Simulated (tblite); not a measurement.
Species: C6H10NO (doublet state).
Z-matrix (Å and degrees, GFN2-xTB geometry), rows numbered from 1:
```
C 
C   1  1.5316
C   2  1.4867  1  111.36
C   3  1.3471  2  129.68  1   -91.40
C   4  1.4852  3  132.25  2    -1.68
O   4  1.3619  3  110.88  2   178.21
N   6  1.3548  4  110.98  3    -0.36
C   7  1.4283  6  107.40  4     0.13
H   1  1.0875  2  110.34  3    60.09
H   1  1.0875  2  110.59  3   -59.90
H   1  1.0872  2  110.21  3  -179.84
H   2  1.0923  1  109.19  3   120.77
H   2  1.0925  1  109.15  3  -121.05
H   5  1.0865  4  110.13  3   -23.43
H   5  1.0896  4  110.26  3    96.67
H   5  1.0872  4  109.63  3  -144.28
H   8  1.1014  3  113.04  2    62.01
H   8  1.1013  3  113.11  2   -58.54
```

Calculated harmonic vibrations of the isolated species, GFN2-xTB (tblite), most abundant isotopes, no scaling. This tight-binding method is rough: wavenumbers can miss measured ones by several per cent, in bad cases by 10 to 20. One conformer, not necessarily the lowest. Open shells enter through the occupations alone, without spin polarisation, and single modes of such species can be off by tens of per cent.

Harmonic wavenumbers (cm⁻¹): 37.3, 48.8, 135.8, 188.1, 217.9, 259.4, 299.7, 366.1, 429.8, 551.4, 611.3, 696.5, 815.2, 852.6, 892.4, 943.7, 1008.5, 1026.1, 1029.0, 1032.8, 1038.1, 1076.8, 1112.0, 1154.7, 1201.1, 1207.1, 1254.3, 1299.4, 1338.3, 1395.8, 1407.3, 1412.1, 1454.6, 1467.7, 1477.6, 1498.2, 1502.6, 1664.2, 2794.3, 2860.9, 2967.8, 2977.1, 3006.1, 3036.9, 3038.6, 3042.6, 3044.1, 3050.0.

A = 2996, B = 1784, C = 1238 MHz; mass 112.076 u (most abundant isotopes); point group C1, symmetry number 1; spin multiplicity 2.

Zero-point energy?

½Σν̃ = 32611 cm⁻¹ = 93.24 kcal/mol.

Give the ideal-gas entropy at 298.15 K and 1 bar in the rigid-rotor, harmonic-oscillator model (classical rotation).

Translation 40.08, rotation 28.28, vibration 25.18, spin (R ln 2) 1.38: S = 94.9 cal/(mol K).

And Cp and H(298.15 K) − H(0)?

Cp = 33.16 cal/(mol K), of which vibrations give 25.21 (their classical limit is 48 R = 95.4); H(298.15 K) − H(0) = 6.17 kcal/mol without the zero-point energy, 3.80 from vibrations.

What must be added to the electronic energy to get the Gibbs energy at 298.15 K and 1 bar?

ZPE + [H(298.15 K) − H(0)] − T·S = 93.24 + 6.17 − 28.30 = 71.11 kcal/mol.

Which modes carry the vibrational entropy at 298.15 K?

37.3 cm⁻¹: 5.40; 48.8 cm⁻¹: 4.87; 135.8 cm⁻¹: 2.86; 188.1 cm⁻¹: 2.25; 217.9 cm⁻¹: 1.98; 259.4 cm⁻¹: 1.67 cal/(mol K); the other 42 give 6.17 together.

Hindered rotation and anharmonicity are outside this model. Other conformers, if any are populated, would add a mixing term that is left out. The structure is chiral; the term R ln 2 for an equal mix with its mirror image is left out.
